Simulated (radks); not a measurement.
All-electron atom: the cobalt ion Co4+ in [Ar] 3d5 (the NIST ground configuration). Method: scalar-relativistic Kohn-Sham, r2SCAN, spin-polarised, spherical densities, finite nucleus; open shells are filled with parallel spins first; meta-GGA in the generalised Kohn-Sham scheme; Fermi nuclear charge, rms radius 3.7875 fm; computed with a radial shooting solver on a logarithmic mesh with Libxc functionals.

Unscreened Slater integrals over Kohn-Sham orbitals (cm^-1). They are taken over the spin-up orbitals. Empty in this configuration: 4s.

\begin{tabular}{lr}
integral & value \\ \hline
F0(3d,3d) & 232320 \\
F2(3d,3d) & 110940 \\
F4(3d,3d) & 69732 \\
F0(3d,3p) & 240510 \\
F2(3d,3p) & 116140 \\
G1(3d,3p) & 142680 \\
G3(3d,3p) & 87764 \\
F0(3d,3s) & 244890 \\
G2(3d,3s) & 109510 \\
F0(3d,2p) & 316530 \\
F2(3d,2p) & 64117 \\
G1(3d,2p) & 48439 \\
G3(3d,2p) & 27506 \\
F0(3d,4s) & 123350 \\
G2(3d,4s) & 13972 \\
F0(3p,3p) & 251160 \\
F2(3p,3p) & 126430 \\
F0(3p,3s) & 255710 \\
G1(3p,3s) & 169920 \\
F0(3p,2p) & 340060 \\
F2(3p,2p) & 68874 \\
G0(3p,2p) & 26920 \\
G2(3p,2p) & 28246 \\
F0(3p,4s) & 124870 \\
G1(3p,4s) & 10103 \\
F0(3s,3s) & 260700 \\
F0(3s,2p) & 346260 \\
G1(3s,2p) & 28909 \\
F0(3s,4s) & 125440 \\
G0(3s,4s) & 7370.1 \\
F0(2p,2p) & 890190 \\
F2(2p,2p) & 419400 \\
F0(2p,4s) & 137420 \\
G1(2p,4s) & 4207.7 \\
F0(4s,4s) & 98787 \\
\end{tabular}

Derived for the open shells (J is the average intra-shell exchange parameter used in DFT+U). 3d: Racah B = F2/49 - 5 F4/441 = 1473 cm^-1, C = 35 F4/441 = 5534 cm^-1, C/B = 3.76, F4/F2 = 0.629, J = (F2 + F4)/14 = 12900 cm^-1.
